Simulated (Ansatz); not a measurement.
Basis sets compared for [closo-2-(OH)B5H4]2- (B5OH5²⁻). Charge -2, multiplicity 1. Geometry PBE-D4/def2-SVPD. Ansatz on 4 threads of Intel Xeon on a shared host; times are rough, and most runs start from earlier orbitals.

```xyz
11

B    -0.033    0.621   -0.491
B     0.958   -0.436    0.629
B     0.615   -0.844   -0.987
B    -0.482    0.294    1.121
B    -0.728   -0.985    0.047
O    -0.208    1.914   -1.203
H    -0.623    2.489   -0.543
H     1.979   -0.700    1.283
H     1.129   -1.390   -1.963
H    -1.004    0.901    2.061
H    -1.603   -1.865    0.047
```

A multiply charged anion in the gas phase is held together partly by the finite basis. At HF/STO-3G, HF/def2-TZVPD, PBE-D4/def2-SVPD, PBE-D4/def2-TZVPD and others the highest occupied level of the charge -2 singlet lies above zero (up to 7.18 eV). In Hartree–Fock with STO-3G the lack of diffuse functions raises the level. The electron is either unbound and held by the finite basis, or the level is raised by self-interaction error.

```json
{"level": "HF/STO-3G", "functions": "35", "energy (Eh)": "-198.1344", "HOMO (eV)": "7.18", "LUMO (eV)": "21.86", "wall time": "0.2 s"}
{"level": "PBE-D4/def2-SVPD", "functions": "163", "energy (Eh)": "-201.9962", "HOMO (eV)": "5.31", "LUMO (eV)": "6.59", "wall time": "1.9 s"}
{"level": "PBE0-D4/def2-SVPD", "functions": "163", "energy (Eh)": "-202.0205", "HOMO (eV)": "4.44", "LUMO (eV)": "7.13", "wall time": "2 s"}
```

(1) Estimate the rows for HF/def2-TZVPD, PBE-D4/def2-TZVPD, PBE0-D4/def2-TZVPD.

## Answers

(1) 
```csv
level,functions,energy (Eh),HOMO (eV),LUMO (eV),wall time
HF/def2-TZVPD,270,-201.0687,2.50,7.27,2.5 s
PBE-D4/def2-TZVPD,270,-202.2030,5.17,5.85,2.5 s
PBE0-D4/def2-TZVPD,270,-202.2255,4.36,6.29,4.1 s
```
